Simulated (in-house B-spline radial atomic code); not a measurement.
RPA and G0W0 for the fluorine ion F⁵⁺, [He] 2s2, as one setting changes: the share of exact exchange in the PBE hybrid start. A dash marks a level of low quasi-particle weight. Computed with a B-spline radial code for spherical atoms: all electrons, non-relativistic, point nucleus, each spin shell either full or empty, empty states to l = 9 with an (l + 1/2)⁻⁴ tail; G0W0 by contour deformation at full frequency.

```
share of exact exchange in the PBE hybrid start  mean-field level (eV)  G0W0 level (eV)  RPA correlation (Eh)
                                              0                -144.01       2s -157.09               -0.2934
                                            0.1                -145.14       2s -157.03              -0.27806
                                            0.2                -146.27       2s -156.96              -0.26526
                                            0.3                -147.40       2s -156.90              -0.25436
                                            0.4                -148.52       2s -156.83              -0.24493
                                            0.5                      ?                ?                     ?
                                            0.6                -150.78       2s -156.70              -0.22935
                                            0.7                -151.90       2s -156.65              -0.22279
                                            0.8                      ?                ?                     ?
                                            0.9                -154.15       2s -156.54              -0.21152
                                              1                -155.28       2s -156.49              -0.20661
```

(1) What belongs in the row for 0.5?

(2) What belongs in the row for 0.8?

Results:

(1) mean-field level (eV): -149.65; G0W0 level (eV): 2s -156.77; RPA correlation (Eh): -0.23667.

(2) mean-field level (eV): -153.03; G0W0 level (eV): 2s -156.59; RPA correlation (Eh): -0.21689.
